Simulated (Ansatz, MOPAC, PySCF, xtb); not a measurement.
Noncovalent pair: H2O (SMILES O) (first 3 atoms) with CH3Br (SMILES CBr); geometry from B3LYP-D3(BJ)/def2-TZVP, rigid monomers moved along the line of their centres of mass till H2···Br5 is 2.40 Å.
(charge 0, multiplicity 1):
```xyz
8

O     -0.166     0.157     0.828
H      0.756    -0.038     1.039
H     -0.138     0.953     0.287
C      0.489     0.015     3.863
Br     2.218    -0.129     2.940
H      0.562     0.849     4.551
H      0.329    -0.920     4.389
H     -0.261     0.181     3.098
```

Monomers are frozen at their geometry in the pair; levels with a basis set take the counterpoise correction.

The state that PM3 reach isn't checked.

The values were computed with Ansatz (Gaussian orbitals); MOPAC for PM3 (differences of heats of formation); PySCF for the dispersion terms; xtb for the GFN methods. Each number belongs to the level named beside it.

Q: One of these levels gives 0.54 kcal/mol for the interaction energy. Which one is it?
(A) PBE/def2-TZVPPD
(B) PBE-D3(BJ)/def2-TZVPPD
(C) GFN2-xTB
(D) PM3

A: D, PM3. The others give -2.62 (GFN2-xTB), -2.14 (PBE/def2-TZVPPD), -3.17 (PBE-D3(BJ)/def2-TZVPPD)

Ansatz is a quantum-chemistry and plane-wave program.
